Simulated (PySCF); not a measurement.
A PySCF script (with the pyscf-properties extension) for the NMR shieldings of SMILES C=C(C)/C=C(\BF)C(F)F, C$_{6}$H$_{8}$BF$_{3}$, on a GFN2-xTB geometry:

```python
import basis_set_exchange as bse
import numpy as np
from pyscf import gto, dft
from pyscf.prop import nmr

atoms = """
C    -1.772805   -1.620530   -1.152876
C    -1.190284   -0.711475   -0.362282
C    -1.994809    0.069951    0.629147
C     0.238506   -0.511103   -0.489885
C     1.044611    0.379028    0.126467
B     0.718483    1.585287    1.052332
F     1.656288    1.961279    1.903201
C     2.528389    0.273366   -0.166286
F     2.898636    1.227770   -1.068647
F     2.889069   -0.908795   -0.724354
H    -2.830003   -1.818044   -1.105122
H    -1.215858   -2.181816   -1.883781
H    -2.964010   -0.397738    0.782514
H    -2.156456    1.081560    0.263202
H    -1.472972    0.134978    1.581164
H     0.707259   -1.229239   -1.154886
H    -0.241161    2.253738    1.027182
H     3.148359    0.418101    0.731253
"""
names = dict.fromkeys(["C", "B", "F", "H"], "pcSseg-1")
basis = {el: gto.basis.parse(bse.get_basis(n, elements=[el], fmt="nwchem")) for el, n in names.items()}
mol = gto.M(atom=atoms, basis=basis, charge=0, verbose=0)
mf = dft.RKS(mol, xc="PBE0")
mf.grids.level = 2
mf.grids.alignment = dft.numint.BLKSIZE   # the property module wants whole blocks of grid points
mf.conv_tol = 1e-9
mf.kernel()

calc = nmr.RKS(mf)   # GIAO
C = mf.mo_coeff
Co = C[:, mf.mo_occ > 0]
resp = mf.gen_response(singlet=True, hermi=2)
def vind(x):   # induced exchange potential for any number of trial vectors
    d = np.einsum("pi,xij,qj->xpq", C, 2 * x.reshape(-1, C.shape[1], Co.shape[1]), Co, optimize=True)
    return np.einsum("xpq,pi,qj->xij", resp(d - d.transpose(0, 2, 1)), C, Co, optimize=True).ravel()
mo1, _ = nmr.rhf.solve_mo1(calc, with_cphf=vind)
sigma = calc.kernel(mo1)
for i, s in enumerate(sigma):   # ppm
    w = np.linalg.eigvalsh((s + s.T) / 2)
    print("%2d %-2s iso %8.1f  s11 %8.1f  s22 %8.1f  s33 %8.1f" % (i, mol.atom_pure_symbol(i), w.mean(), *w))
```

Question: Give the expected output.

Answer: 
```
 0 C  iso     48.1  s11    -54.2  s22     56.3  s33    142.2
 1 C  iso     34.7  s11    -79.0  s22     21.4  s33    161.6
 2 C  iso    160.4  s11    148.2  s22    156.4  s33    176.7
 3 C  iso     22.9  s11    -89.1  s22     11.3  s33    146.5
 4 C  iso     47.4  s11    -41.9  s22     33.4  s33    150.7
 5 B  iso     52.8  s11      5.0  s22     61.2  s33     92.2
 6 F  iso    195.1  s11      2.9  s22     79.9  s33    502.4
 7 C  iso     66.8  s11     50.2  s22     63.0  s33     87.3
 8 F  iso    287.5  s11    180.7  s22    327.4  s33    354.5
 9 F  iso    324.4  s11    216.0  s22    341.0  s33    416.2
10 H  iso     25.7  s11     22.7  s22     24.8  s33     29.7
11 H  iso     25.8  s11     22.7  s22     24.8  s33     29.8
12 H  iso     29.5  s11     25.2  s22     28.6  s33     34.7
13 H  iso     29.3  s11     25.9  s22     27.4  s33     34.4
14 H  iso     29.9  s11     25.9  s22     29.7  s33     34.0
15 H  iso     23.8  s11     19.5  s22     21.3  s33     30.8
16 H  iso     26.0  s11     23.1  s22     26.4  s33     28.4
17 H  iso     24.6  s11     21.6  s22     24.3  s33     28.0
```

These numbers come from an equivalent density-fitted implementation of the same equations, which agrees with the script to about 0.01 ppm for H and up to a few tenths of a ppm for heavy atoms, so last digits may differ.

Size and cost of the density-fitted run: 210 basis functions, 2.3 min wall time (100 s CPU) on 1 thread of an Intel Xeon, shared host; peak memory 0.93 GiB.
